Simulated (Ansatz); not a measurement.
`C[N](C)[K]` → `[KH]` + `C=NC`  (β-hydride elimination)

Computed with Ansatz on PBE0-D4/def2-TZVP structures; ΔE is electronic, products minus reactants. CBS: MP2 limit from def2 TZ/QZ plus the TZ coupled-cluster correction, frozen cores. DFT in def2-TZVPP. B3LYP here is the variant with VWN-RPA as its local correlation; programs differ in this. HSE06 is defined as in plane-wave codes. For K outer-core shells are correlated without core-valence functions, which leaves a few kJ/mol of doubt a bond. Scalar relativity is left out up to krypton.

| level | ΔE (kJ/mol) | difference from CCSD(T)/CBS |
| --- | --- | --- |
| LDA (SPW92) | 169.7 | 22.6 |
| PBE-D4 | 139.2 | -7.9 |
| BLYP-D4 | 117.9 | -29.2 |
| r2SCAN-D4 | 148.3 | 1.2 |
| B3LYP-D4 | 128.9 | -18.2 |
| r2SCANh-D4 | 150.3 | 3.2 |
| r2SCAN0-D4 | 153.3 | 6.2 |
| HSE06-D4 | 148.3 | 1.2 |
| BHLYP-D4 | 135.8 | -11.3 |
| ωB97X-V | 142.8 | -4.3 |
| ωB97M-V | 134.6 | -12.5 |
| B2PLYP | 133.4 | -13.7 |
| PBE-QIDH | 156.4 | 9.3 |
| PBE | 134.1 | -13.0 |
| revPBE | 117.2 | -29.9 |
| BLYP | 107.1 | -40.0 |
| r2SCAN | 146.9 | -0.2 |
| PBE0 | 143.8 | -3.3 |
| B3LYP | 120.9 | -26.2 |
| r2SCANh | 148.8 | 1.7 |
| r2SCAN0 | 151.7 | 4.6 |
| HSE06 | 144.2 | -2.9 |
| BHLYP | 129.6 | -17.5 |
| CAM-B3LYP | 131.2 | -15.9 |
| LC-ωPBE | 149.7 | 2.6 |
| RPA@PBE/def2-TZVPP | 126.5 | -20.6 |
| MP2/def2-SVP | 150.6 | 3.5 |
| CCSD/def2-SVP | 135.0 | -12.1 |
| CCSD(T)/def2-SVP | 134.0 | -13.1 |
| HF/def2-TZVPP | 97.2 | -49.9 |
| MP2/def2-TZVPP | 157.6 | 10.5 |
| SCS-MP2/def2-TZVPP | 142.0 | -5.1 |
| CCSD/def2-TZVPP | 134.4 | -12.7 |
| CCSD(T)/def2-TZVPP | 136.6 | -10.5 |
| HF/def2-QZVPP | 99.6 | -47.5 |
| MP2/def2-QZVPP | 164.5 | 17.4 |
| SCS-MP2/def2-QZVPP | 147.8 | 0.7 |
| HF/CBS(def2) | 100.0 | -47.1 |
| MP2/CBS(def2) | 168.2 | 21.1 |
| CCSD/CBS(def2) | 145.0 | -2.1 |
| CCSD(T)/CBS | 147.1 | 0 |

Largest T1 diagnostic among the species: 0.017.

In def2-TZVPP, CCSD(T) changes the Hartree–Fock value by +39.3 kJ/mol (the triples alone add +2.2 kJ/mol) and MP2 by +60.3 kJ/mol. Leaving LDA and LC-ωPBE aside and taking each functional with its dispersion term where it has one, the values, not all of them listed here, spread over 38.9 kJ/mol, from B97M-V to PBE-QIDH. LDA lies +35.6 kJ/mol from PBE without D4. The D4 term adds +8.0 kJ/mol with B3LYP and +4.4 kJ/mol with PBE0; it sums over pairs of atoms, weighted by their polarisabilities, and B3LYP, whose exchange is more repulsive, gets the larger term.
